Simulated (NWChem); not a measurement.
Species: GeSiH₄O, singlet; SMILES [OH][Ge][SiH3]

```xyz
7

Ge     0.4338     0.6752     0.0010
O     -1.2683     1.2265    -0.0017
H     -1.9429     0.5370     0.0294
Si    -0.0843    -1.7846     0.0018
H      0.7463    -2.5703     0.9721
H      0.1755    -2.3548    -1.3636
H     -1.5324    -2.0452     0.3187
```
Atoms are numbered in this order, from 1.

Program: NWChem. Pople sets run with spherical d functions. Low-valent species are run as closed-shell singlets; no triplet was tried in these runs. Structure relaxed at the PBE0/def2-SVP level.

Q: Taking PBE/6-311G** as the yardstick, which of these has the fewest basis functions while keeping “dipole (D)” within 0.1 D of it: PBE/STO-3G; PBE/3-21G; PBE/6-31G*?

A: none of them.
```tsv
level	basis functions	dipole (D)
PBE/STO-3G	36	1.36
PBE/3-21G	52	0.79
PBE/6-31G*	72	0.62
PBE/6-311G**	112	0.44
```

The yardstick is one finite set, not the basis-set limit.
